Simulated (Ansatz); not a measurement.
Calculated with Ansatz (gas phase, PBE0-D4/def2-TZVP geometries, no zero-point term in ΔE). CCSD(T)/CBS adds triple-zeta CCSD(T) − MP2 to the extrapolated MP2 energy (def2 sets, frozen cores). This one scheme is used for every species. DFT in def2-TZVPP. For Ge outer-core shells are correlated without core-valence functions, which leaves a few kJ/mol of doubt a bond. Scalar relativity is left out up to krypton. Each species was taken in one conformer, which may not be the lowest.

Consider the ligand exchange at a Ge–C bond: `N=[C](Cl)[GeH3]` + `OC#C[SiH3]` → `[SiH3]C#C[O][GeH3]` + `N=CCl`.

CCSD(T)/CBS gives -52.8 kJ/mol.

Q: Another level gave -56.5 kJ/mol. Which?
A. PBE-D4/def2-TZVPP
B. HF/def2-TZVPP
C. SCS-MP2/def2-TZVPP
D. CCSD(T)/def2-TZVPP

A: D. CCSD(T)/def2-TZVPP -56.5, SCS-MP2/def2-TZVPP -62.5, PBE-D4 -48.5, HF/def2-TZVPP -76.1 kJ/mol.

Largest T1 diagnostic among the species: 0.013.

From PBE to PBE0 (25 % exact exchange), in def2-TZVPP and without D4, ΔE moves by −3.1 kJ/mol. In def2-TZVPP, CCSD(T) changes the Hartree–Fock value by +19.7 kJ/mol (the triples alone add +2.1 kJ/mol) and MP2 by +17.9 kJ/mol.
